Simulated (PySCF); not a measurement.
# Polarisability and C₆ of In (indium, neutral)

[Kr] 4d10 5s1 5p2, high-spin 4P determinant (an excited configuration). All numbers are calculated (PySCF 2.14, the non-relativistic Hamiltonian (point nucleus), in dyall-av2z (22s16p12d, 130 functions)). Coupled (time-dependent) response in atomic units; α is the mean over directions. A double-zeta set is small for polarisabilities.

```json
{"method": "UHF", "mean α (bohr³)": "71.16", "α xx, yy, zz": "62.45, 75.52, 75.52", "C₆ (like pair)": "770.0", "S(−4)": "1969"}
{"method": "PBE", "mean α (bohr³)": "78.62", "α xx, yy, zz": "62.51, 86.68, 86.68", "C₆ (like pair)": "854.3", "S(−4)": "2812"}
```

S(−4) is the Cauchy moment in α(ω) = α(0) + S(−4) ω² + …

Spin-orbit coupling is absent.

α(iu) at UHF:

| u (hartree) | α(iu) (bohr³) |
| --- | --- |
| 0 | 71.16 |
| 0.0500 | 66.60 |
| 0.100 | 56.20 |
| 0.200 | 35.60 |
| 0.300 | 22.79 |
| 0.500 | 11.17 |
| 0.750 | 5.886 |
| 1.00 | 3.650 |
| 1.50 | 1.823 |
| 2.00 | 1.106 |
| 3.00 | 0.5456 |
| 5.00 | 0.2247 |

A single London oscillator, α(iu) = α/(1 + u²/ω²), gives C₆ = (3/4) ω α². Matching the computed C₆ needs ω = 4 × 770.0 / (3 × 71.16²) = 0.203 hartree.

The components differ because the open shell of this determinant is not spherical; for a pure term their mean is the scalar polarisability.

A non-relativistic calculation at this Z misses sizeable relativistic shifts.
